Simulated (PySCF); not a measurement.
C3H10Si, SMILES C[SiH](C)C.

Geometry: PBE0-D3(BJ)/def2-SVP. The isomer is the one that the SMILES or the coordinates give; other isomers of the formula were not compared.

Calculation: PBE/def2-TZVP in PySCF.

Symmetry labels are those of the subgroup Cs that the program uses (full group C3v).

Problem. List the valence orbital energies around the gap with their symmetry. (An estimate is asked for; the answer gives what the named calculation found.)

Solution. 
| orbital | symmetry | energy (eV) |
|---|---|---|
| HOMO−7 | A" | -9.86 |
| HOMO−6 | A' | -9.86 |
| HOMO−5 | A' | -9.42 |
| HOMO−4 | A" | -9.42 |
| HOMO−3 | A" | -9.17 |
| HOMO−2 | A' | -7.30 |
| HOMO−1 | A' | -7.22 |
| HOMO | A" | -7.22 |
| LUMO | A' | 0.30 |
| LUMO+1 | A" | 0.75 |
| LUMO+2 | A' | 0.75 |
| LUMO+3 | A' | 1.53 |
